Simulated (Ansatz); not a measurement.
Te2Pt, relaxed as a singlet with RKS PBE0-D4/def2-TZVP in Ansatz, starting from the GFN2-xTB geometry. Force threshold 0.02 eV/Å.

In the def2 sets Pt, Te take a core potential; there is no spin–orbit coupling. Another isomer (triplet) lies 0.66 eV lower at PBE0-D4/def2-TZVP; other spin states weren't run for this one.

Start:

```xyz
3

Pt   -0.239    0.841   -0.214
Te   -1.166   -0.402    1.614
Te    1.405   -0.439   -1.400
```

```tsv
step	energy (eV)	largest force component (eV/Å)	SCF passes
1	-17835.6583	0.618	20
2	-17835.6603	0.596	30
3	-17835.6781	0.087	32
4	-17835.7062	0.474	35
5	-17835.7169	0.628	44
6	-17835.7364	0.128	31
7	-17835.7372	0.002	33
```

Force components are those of the run's own axes.

End:

```xyz
3

Pt   -0.116    0.410   -0.104
Te   -1.418   -0.184    1.783
Te    1.534   -0.226   -1.679
```

By distances, no bond broke or formed. The bond that changes most is Pt1–Te2, from 2.40 to 2.37 Å (atoms count from 1).

No frequencies were taken in this run, so the end may be a saddle point.

It took 27 s on 2 threads of Arm Neoverse V2 on a shared host.
